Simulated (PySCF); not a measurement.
From one molecule to another.

First species: p-cresol, C₇H₈O.
SMILES with atom numbers: `[CH3:1][c:2]1[cH:3][cH:4][c:5]([OH:6])[cH:7][cH:8]1` (hydrogens: H9, H10, H11 on C1; H12 on C3; H13 on C4; H14 on O6; H15 on C7; H16 on C8)

Second species: GeH6OSi.
Structure used (PBE0-D3(BJ)/def2-SVP), in Å, numbered top down from 1:
```xyz
9
GeH6OSi angstrom
Si     1.574   -0.282    0.039
O      0.099    0.084   -0.614
Ge    -1.574    0.294   -0.053
H      2.377   -1.031   -0.970
H      2.313    0.961    0.420
H      1.415   -1.129    1.266
H     -1.723   -0.406    1.312
H     -2.475   -0.351   -1.116
H     -1.846    1.803    0.069
```

Levels: B3LYP/def2-SVPD for dipole moment, HOMO energy, LUMO energy, HOMO–LUMO gap, static isotropic polarisability and electronic spatial extent ⟨r²⟩ about the centre of nuclear charge; TDDFT B3LYP/def2-SVPD for lowest singlet excitation; TDA B3LYP/def2-SVPD for lowest triplet excitation (Tamm–Dancoff); ΔSCF B3LYP/def2-SVPD for vertical ionisation energy; PBE0-D3(BJ)/def2-SVP for rotational constant A and rotational constant C. Geometries: PBE0-D3(BJ)/def2-SVP. All species are isolated and taken at one optimised geometry, non-relativistic unless stated; the electronic structure was computed with PySCF and density fitting.

The conformers computed, where there is a choice (atom-mapped SMILES and torsion angles):
- `[CH3:1][c:2]1[cH:3][cH:4][c:5]([OH:6])[cH:7][cH:8]1`: H–O6–C5–C4 0°

```
                                                         property    column X    column Y
                                                    dipole moment      1.33 D      1.20 D
                                                      HOMO energy    -6.11 eV    -8.18 eV
                                                      LUMO energy    -0.50 eV    -0.59 eV
                                                    HOMO–LUMO gap     5.61 eV     7.59 eV
                                        lowest singlet excitation     4.89 eV     6.48 eV
                         lowest triplet excitation (Tamm–Dancoff)     3.97 eV     6.17 eV
                                  static isotropic polarisability     87.3 au     62.5 au
                                       vertical ionisation energy     8.14 eV    10.37 eV
electronic spatial extent ⟨r²⟩ about the centre of nuclear charge  1009 bohr²   609 bohr²
                                            rotational constant A   5.512 GHz  29.339 GHz
                                            rotational constant C   1.163 GHz   1.971 GHz
```

**Question.** Which column belongs to which species?

**Answer.** Column X is the first species and column Y the second. The first has 16 atoms and 58 electrons, the second 9 and 60.

**Question.** How does each property change from the first species to the second?

**Answer.** dipole moment -0.13 D; HOMO energy -2.07 eV; LUMO energy -0.09 eV; HOMO–LUMO gap +1.98 eV; lowest singlet excitation +1.59 eV; lowest triplet excitation (Tamm–Dancoff) +2.20 eV; static isotropic polarisability -24.8 au; vertical ionisation energy +2.23 eV; electronic spatial extent ⟨r²⟩ about the centre of nuclear charge -400 bohr²; rotational constant A +23.827 GHz; rotational constant C +0.808 GHz.

On the first: The ΔSCF ionisation energy exceeds −ε(HOMO) by 2.03 eV with B3LYP. The dipole equals about 4.4 × 10⁻³⁰ C·m (1 D = 3.33564 × 10⁻³⁰ C·m).

On the second: S1 lies 1.11 eV below the HOMO–LUMO gap; its leading configuration is HOMO→LUMO, weight 0.99. The vertical singlet–triplet gap S1 − T1 is 0.31 eV (TDDFT singlet less Tamm–Dancoff triplet; S1: HOMO→LUMO, weight 0.99; T1: HOMO→LUMO, weight 0.96). The calculation is non-relativistic and has no spin–orbit coupling, an omission that weighs most on germanium.
